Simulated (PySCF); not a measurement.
Electronic structure of Co⁺ (cobalt, charge +1) at the UHF level

Configuration: [Ar] 3d8, high-spin 3F determinant. Calculation: PySCF 2.14, in aug-cc-pVDZ-DK; scalar relativity by spin-free X2C-1e.

```
Total energy                        : -1391.575160 hartree
One-electron energy                 : -1924.5341 hartree
Hartree (Coulomb) energy            : 591.6298 hartree
Exchange energy                     : -58.6708 hartree
⟨S²⟩                                : 2.0050
⟨L²⟩                                : 12.028
Sum of ⟨r⟩                          : 17.28 bohr
Sum of ⟨r²⟩                         : 19.71 bohr²
Langevin diamagnetic susceptibility : -15.6 ×10⁻⁶ cm³/mol
Time after the integrals            : 0.39 s of wall time on 1 thread of Neoverse-V1 (shared host)
```

| shell | electrons | mean orbital energy (hartree) | spread (hartree) | rms radius, mean of both spins (bohr) |
| --- | --- | --- | --- | --- |
| 1s α | 1 | -285.86668 | 0 | 0.0648 |
| 1s β | 1 | -285.86543 | 0 | 0.0648 |
| 2s α | 1 | -35.56202 | 0 | 0.276 |
| 2s β | 1 | -35.49918 | 0 | 0.276 |
| 2p α | 3 | -30.33773 | 0 | 0.249 |
| 2p β | 3 | -30.27505 | 0 | 0.249 |
| 3s α | 1 | -4.78912 | 0 | 0.837 |
| 3s β | 1 | -4.60912 | 0 | 0.837 |
| 3p α | 3 | -3.23438 | 0 | 0.899 |
| 3p β | 3 | -3.01731 | 0 | 0.899 |
| 3d α | 5 | -0.76236 | 0.04874 | 1.27 |
| 3d β | 3 | -0.67318 | 0 | 1.27 |

Densities and radii are taken from the X2C orbitals without a picture-change correction, which distorts them close to the nucleus.
